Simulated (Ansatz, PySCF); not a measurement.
Gas-phase reaction (SMILES): COB(F)OC + Cl (HCl) -> COB(Cl)OC [chloro(dimethoxy)borane] + F (HF); hydrogen chloride cleaves one B-F bond, a model of a ligand-exchange step.

Structures are relaxed separately at B3LYP-D3(BJ)/def2-TZVP in Ansatz (a program for electronic structure), one conformer each, not searched for the lowest. Valence correlation only, unless marked. No spin-orbit coupling. No relativistic terms. CBS marks a two-point X^-3 extrapolation of the correlation energy; Hartree-Fock from the larger set. Thermal terms are rigid-rotor harmonic-oscillator values from B3LYP-D3(BJ) frequencies (Ansatz or PySCF) at 298.15 K and 1 atm. 1 Eh = 627.5095 kcal/mol.

```json
[
 {"species": "COB(F)OC", "E, CCSD(T)/CBS(cc-pV(T+d)Z,cc-pV(Q+d)Z) (Ansatz) (Eh)": "-354.77759", "E, wB97X-V/def2-TZVPD (Ansatz) (Eh)": "-355.14641", "H - E (Eh)": "0.10112"},
 {"species": "Cl (HCl)", "E, CCSD(T)/CBS(cc-pV(T+d)Z,cc-pV(Q+d)Z) (Ansatz) (Eh)": "-460.37849", "E, wB97X-V/def2-TZVPD (Ansatz) (Eh)": "-460.74931", "H - E (Eh)": "0.01000"},
 {"species": "COB(Cl)OC", "E, CCSD(T)/CBS(cc-pV(T+d)Z,cc-pV(Q+d)Z) (Ansatz) (Eh)": "-714.74588", "E, wB97X-V/def2-TZVPD (Ansatz) (Eh)": "-715.42098", "H - E (Eh)": "0.09987"},
 {"species": "F (HF)", "E, CCSD(T)/CBS(cc-pV(T+d)Z,cc-pV(Q+d)Z) (Ansatz) (Eh)": "-100.39146", "E, wB97X-V/def2-TZVPD (Ansatz) (Eh)": "-100.45520", "H - E (Eh)": "0.01259"}
]
```

Task: Work out ΔE and ΔH at 298.15 K at the first level, then ΔH at the second.

Result: 
1. ΔE = [(-714.74588) + (-100.39146)] - [(-354.77759) + (-460.37849)] = 0.01874 Eh = 11.8 kcal/mol at CCSD(T)/CBS(cc-pV(T+d)Z,cc-pV(Q+d)Z).
2. The terms H - E add up to 0.00134 Eh, so ΔH = (0.01874 + (0.00134))×627.5095 = 12.6 kcal/mol.
3. At wB97X-V/def2-TZVPD the same steps give ΔE = 12.3 and ΔH = 13.1 kcal/mol, a shift of +0.5 from the first level.
4. These values are not checked against measurement here, since the tables used lack a sound gas-phase enthalpy of formation for at least one species.
